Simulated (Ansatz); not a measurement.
The cluster Sr₃S₄. Charge 0, multiplicity 1. Geometry PBE-D4/def2-SVP.

Cartesian coordinates in Å:
```
Sr -0.2901 1.7388 1.4741
Sr 2.5074 0.3378 -1.7409
Sr -1.1523 -1.9361 -0.4726
S -1.3985 -0.8085 2.1402
S -2.5905 0.2756 0.6218
S 1.9396 2.2376 0.0688
S 0.9844 -1.8451 -2.0914
```

In the def2 sets Sr takes a core potential; there is no spin–orbit coupling. Another isomer (singlet) lies 0.34 eV lower at PBE0-D4/def2-TZVP; other spin states weren't run for this one.

Estimate the orbital energies around the gap (eV) in Ansatz with PBE-D4/def2-TZVP, PBE0-D4/def2-SVP, PBE0-D4/def2-TZVP, BHLYP-D4/def2-TZVP, ωB97M-V/def2-TZVP.


```csv
orbital,PBE-D4/def2-TZVP,PBE0-D4/def2-SVP,PBE0-D4/def2-TZVP,BHLYP-D4/def2-TZVP,ωB97M-V/def2-TZVP
HOMO−9,-6.93,-8.28,-8.21,-9.29,-10.49
HOMO−8,-6.66,-7.95,-7.92,-8.98,-10.19
HOMO−7,-5.17,-6.28,-6.22,-7.13,-8.32
HOMO−6,-4.93,-6.06,-6.01,-6.95,-8.08
HOMO−5,-4.67,-5.68,-5.66,-6.51,-7.76
HOMO−4,-4.56,-5.65,-5.59,-6.50,-7.65
HOMO−3,-4.51,-5.58,-5.57,-6.48,-7.64
HOMO−2,-4.49,-5.46,-5.45,-6.28,-7.44
HOMO−1,-4.38,-5.36,-5.35,-6.18,-7.41
HOMO,-4.38,-5.35,-5.35,-6.18,-7.39
LUMO,-2.00,-1.44,-1.41,-1.01,-0.62
LUMO+1,-1.71,-1.09,-1.07,-0.70,-0.37
LUMO+2,-1.65,-1.00,-0.98,-0.62,-0.30
LUMO+3,-1.57,-0.83,-0.83,-0.05,0.43
LUMO+4,-0.60,0.06,0.06,0.43,0.64
LUMO+5,-0.52,0.08,0.06,0.52,0.87
```
